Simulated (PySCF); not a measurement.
Computed shifts of a molecule C3H6BFO, KT2/pcSseg-1 (PySCF), GIAO, gas phase, equivalent atoms averaged, in ppm (number of nuclei): ¹³C: 142.4 (1), 129.8 (1), 62.3 (1). ¹⁹F: -94.8 (1). ¹H: 6.92 (1), 6.91 (1), 6.66 (1), 4.09 (1), 3.91 (1), -0.42 (1). References: ¹³C against TMS (σ = 185.1 ppm); ¹¹B against BF3 (σ = 89.8 ppm); ¹⁹F against CFCl3 (σ = 127.1 ppm); ¹⁷O against H2O (σ = 330.4 ppm); ¹H against TMS (σ = 31.47 ppm), references at their B3LYP-D3(BJ)/def2-TZVP geometries, non-relativistic. Geometry: ωB97X-D3(BJ)/def2-SVP. One conformer was computed; it need not be the lowest.

**Question.** Pick the molecule that these values belong to.
A) C=CB(F)CO
B) C=CB(O)CF
C) C[C@H]1CB(F)O1
D) CCB(F)C=O

**Answer.** A, C=CB(F)CO
